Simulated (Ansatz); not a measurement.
Frontier orbitals of `[O]=[W]([OH])([OH])([F])[F]`.

The species carries charge 0 and has multiplicity 1. Correlated methods include outer-core shells of W, which these sets cover unevenly. W takes the def2 core potential. All single points use the PBE0-D4/def2-TZVP geometry. It is one conformer, not always the lowest. Basis def2-TZVPP, Ansatz 0.2.0.

Orbital energies of one run (eV). Highest occupied ones, from the top: -12.18, -12.68, -12.91, -13.47, -13.81, -13.98, -14.21, -14.64, -15.46, -15.66, -16.27, -16.45, -16.75, -18.17. Empty: -0.88, 0.57, 0.97, 1.07, 1.94, 2.47.

**Question.** Which functional gave them?
A. LC-ωPBE
B. BHLYP
C. ωB97M-V
D. PBE0

**Answer.** C. HOMO energies: ωB97M-V -12.18, PBE0 -9.80, BHLYP -11.46, LC-ωPBE -12.60 eV.

LC-ωPBE has ω = 0.4 bohr⁻¹.
